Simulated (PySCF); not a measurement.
Peak assignment

Structure with atom numbers: `[SiH3:1][NH:2][C@:3]12[CH2:4][CH2:5][CH2:6][C@H:7]1[CH2:8][CH2:9][CH2:10]2`; H(Xn) means a hydrogen on atom n. Ha(C8), Ha(C9), Ha(C10) are cis to C6 on the ring; Ha(C4), Ha(C5), Ha(C6) are cis to C8 on the ring; Hb(C8), Hb(C9), Hb(C10) are trans to C6 on the ring; Hb(C4), Hb(C5), Hb(C6) are trans to C8 on the ring.

Theory: GIAO PBE0/pcSseg-1 shieldings, PBE0-D3(BJ)/def2-SVP structure, in PySCF 2.14.0 with density-fitted response routines (equivalent nuclei averaged, non-relativistic Hamiltonian, one conformer, no solvent).

Shifts are taken against calculated references (same method and geometry level): 13C (σref 184.41), 1H (σref 31.27) against TMS.

(1) Assign these signals to the numbered atoms. 13C{1H} NMR (computed): δ 71.4 (C), 56.7 (CH), 43.6 (CH2), 36.7 (CH2), 27.4 (CH2).

(2) Assign these signals to the numbered atoms. 1H NMR (500 MHz, computed): δ 4.59 (s, 3H), 1.90 (m, 2H), 1.80 (m, 1H), 1.64 (m, 2H), 1.48 (m, 2H), 1.44 (m, 2H), 1.44 (m, 2H), 1.07 (m, 2H), 0.29 (br s, 1H).

Answers

(1) 
71.4 → C3, fully substituted sp3 carbon bonded to N: deshielded by the electronegative neighbour
56.7 → C7, sp3 CH in a ring
43.6 → C4/C10, sp3 CH2 in a ring: saturated and bonded to C and H only
36.7 → C6/C8, sp3 CH2 in a ring
27.4 → C5/C9, sp3 CH2 in a ring

(2) 
| δ (ppm) | atoms | environment | reason |
| --- | --- | --- | --- |
| 4.59 | H(Si1) | hydrogen on a silicon bonded to N | – |
| 1.90 | Hb(C6)/Hb(C8) | hydrogen on an sp3 CH2 in a ring | far from electronegative atoms and π systems |
| 1.80 | H(C7) | hydrogen on an sp3 CH in a ring | – |
| 1.64 | Hb(C4)/Hb(C10) | hydrogen on an sp3 CH2 in a ring | – |
| 1.48 | Ha(C5)/Ha(C9) | hydrogen on an sp3 CH2 in a ring | far from electronegative atoms and π systems |
| 1.44 | Ha(C4)/Ha(C10) | hydrogen on an sp3 CH2 in a ring | – |
| 1.44 | Hb(C5)/Hb(C9) | hydrogen on an sp3 CH2 in a ring | far from electronegative atoms and π systems |
| 1.07 | Ha(C6)/Ha(C8) | hydrogen on an sp3 CH2 in a ring | – |
| 0.29 | H(N2) | hydrogen on a nitrogen bonded to C, Si | labile proton, position sensitive to the medium |

Hb(C6)/Hb(C8) and H(C7); Ha(C5)/Ha(C9) and Ha(C4)/Ha(C10); Ha(C4)/Ha(C10) and Hb(C5)/Hb(C9) lie closer than the usual error of such a calculation, so a measured spectrum could show them in the other order.

OH and NH positions are those of a molecule without intermolecular hydrogen bonds; in solution they move with solvent, concentration and temperature, and exchange usually removes their couplings. Shifts are as computed. Against solution values, carbons near 30 ppm lie about +2 ppm off and those near 130 ppm about +5 ppm. Of 1211 compounds with measured shifts, 218 miss one by over three times the rms of a fit or turn the order of signals round; such compounds aren't used in these exercises. No couplings were computed; multiplicities are counted from neighbouring protons, with m where these are inequivalent, close in shift, in a saturated or five-membered ring or joined by F or P, and br s for small geminal =CH2 splittings.
